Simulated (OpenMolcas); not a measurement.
Computed transition rates of Re⁴⁺

| Item | Value |
| --- | --- |
| Program | OpenMolcas |
| Method | MS-CASPT2, IPEA 0.25 Eh, imaginary shift 0.1 Eh (closed shells correlated: 5s 5p) |
| Basis | ANO-RCC-VQZP [9s8p6d4f3g2h] |
| Scalar Hamiltonian | DKH2, point nucleus |
| Active space | 3 electrons in 5 orbitals (5d) |
| State averaging | 2S+1 = 4 even, 10 roots; 2S+1 = 2 even, 40 roots |
| Spin-orbit coupling | RASSI with atomic mean-field integrals over the reference wave functions, term energies averaged over their components |

Rates come from the transition moments of the reference wave functions (E1 and E2 in the length form). At fixed line strength A goes as λ^-3 for E1 and M1 and as λ^-5 for E2, so a rate at the computed wavelength can be rescaled to the measured one. Measured vacuum wavelengths follow from level energies in the list in Brasseur, Gamrath and Quinet, At. Data Nucl. Data Tables 157, 101636 (2024). Branching counts decays inside the model space alone, at computed energies, and the table is only a selection of the E2 and M1 lines, drawn from those between levels with measured partners whose computed energy lies within a factor of 1.5 of the measured one.

| Upper | Lower | Type | λ computed (nm) | λ measured (nm) | A computed (s-1) | A rescaled (s-1) | Branching % |
| --- | --- | --- | --- | --- | --- | --- | --- |
| 5d3 4F 9/2 [64 %] | 5d3 4F 7/2 | M1 | 3400 | 3400 | 5.16e-01 | 5.16e-01 | 100.0 |
| 5d3 4F 7/2 | 5d3 4F 5/2 | M1 | 2404 | 2427 | 2.64e+00 | 2.57e+00 | 100.0 |
| 5d3 4F 5/2 | 5d3 4F 3/2 | M1 | 2016 | 2061 | 4.64e+00 | 4.34e+00 | 100.0 |
| 5d3 2H 11/2 | 5d3 2H 9/2 [56 %] | M1 | 1380 | 1406 | 2.61e+00 | 2.47e+00 | 42.8 |
| 5d3 2H 9/2 [56 %] | 5d3 4F 9/2 [64 %] | M1 | 1202 | 1242 | 7.03e+00 |  | 52.4 |
| 5d3 2P 1/2 [65 %] | 5d3 4P 1/2 [65 %] | M1 | 1048 | 1070 | 1.61e+01 |  | 92.5 |
| 5d3 2G 7/2 | 5d3 4F 7/2 | M1 | 982.7 | 996 | 5.13e+00 |  | 26.8 |
| 5d3 2H 9/2 [56 %] | 5d3 4F 7/2 | M1 | 888.3 | 909.6 | 6.37e+00 |  | 47.5 |
| 5d3 2F 5/2 | 5d3 4P 5/2 | M1 | 722.4 | 755.3 | 3.04e+00 |  | 22.9 |
| 5d3 2G 7/2 | 5d3 4F 5/2 | M1 | 697.5 | 706.2 | 1.40e+01 |  | 73.0 |
| 5d3 4P 1/2 [65 %] | 5d3 4F 3/2 | M1 | 678.5 | 698.1 | 1.69e+00 |  | 81.5 |
| 5d3 2H 11/2 | 5d3 4F 9/2 [64 %] | M1 | 642.6 | 659.5 | 3.48e+00 |  | 57.1 |
| 5d3 2F 5/2 | 5d3 2G 7/2 | M1 | 624.3 | 660.1 | 2.37e+00 |  | 17.8 |
| 5d3 2F 7/2 | 5d3 2G 7/2 | M1 | 612.3 | 640.5 | 4.27e+00 |  | 29.1 |
| 5d3 4P 5/2 | 5d3 4F 5/2 | M1 | 605.7 | 622.3 | 8.86e-01 |  | 11.0 |
| 5d3 2D 3/2(2) | 5d3 2F 5/2 | M1 | 536.3 | 559 | 1.16e+01 |  | 15.7 |
| 5d3 2D 5/2(2) | 5d3 2F 5/2 | M1 | 534 | 546.3 | 1.84e+01 |  | 18.4 |
| 5d3 2D 5/2(1) | 5d3 4F 7/2 | M1 | 488.4 | 505.9 | 1.58e+01 |  | 65.2 |
| 5d3 2F 7/2 | 5d3 4F 9/2 [64 %] | M1 | 424.3 | 440.3 | 6.49e+00 |  | 44.2 |
| 5d3 2D 3/2(2) | 5d3 2D 5/2(1) | M1 | 410.4 | 428.9 | 1.40e+01 |  | 19.0 |
| 5d3 2D 5/2(1) | 5d3 4F 5/2 | M1 | 405.9 | 418.7 | 2.95e+00 |  | 12.2 |
| 5d3 2F 7/2 | 5d3 4F 5/2 | M1 | 326.1 | 335.9 | 1.96e+00 |  | 13.4 |
| 5d3 2D 5/2(2) | 5d3 4P 5/2 | M1 | 307 | 317 | 2.22e+01 |  | 22.3 |
| 5d3 2D 3/2(2) | 5d3 2G 7/2 | E2 | 288.5 | 302.7 | 1.19e+01 | 9.36e+00 | 16.2 |
| 5d3 2F 5/2 | 5d3 4F 3/2 | M1 | 283.2 | 292.7 | 4.15e+00 |  | 31.3 |

Spin-changing lines and M1 lines between different terms are not rescaled, since their strength hangs on the term gaps too.

The largest correction is for 5d3 2D 3/2(2) → 5d3 2G 7/2 (E2): 1.19e+01 × (288.5 / 302.7)^5 = 9.36e+00 s-1, a factor of 0.79.

The computed rate and branching of 5d3 4F 5/2 → 5d3 4F 3/2 give the upper level a radiative lifetime of 1.000 / 4.64e+00 s-1 = 2.16e-01 s, counting decays inside the model space alone. The rescaled rate gives about 2.3e-01 s.

These are rates of the free ion; in crystals, glasses and complexes forced electric-dipole and non-radiative decay shorten such lifetimes by orders of magnitude. No measured rate stands beside these. Rescaling mends the energy factor alone: line strengths can still be far off where a level mixes with configurations outside the active space, and weak or spin-changing lines hang on small mixing coefficients that depend on the term gaps too, so rescaling need not improve them.

Term energies are means over components that CASPT2 splits; among the terms shown or strongly mixed into the levels shown the widest spread is 530 cm-1 (5d3 4F). Computed and measured levels are paired by configuration, term and J; levels that our copy of the source lacks, or whose pairing is in doubt (as where it misses far off the trend of its configuration), stay unpaired. Levels of configurations outside the active space are missing.

A share in square brackets marks a mixed level and gives the weight of the term that names it. A number in round brackets counts repeated terms of one configuration in the order of the reference energies.
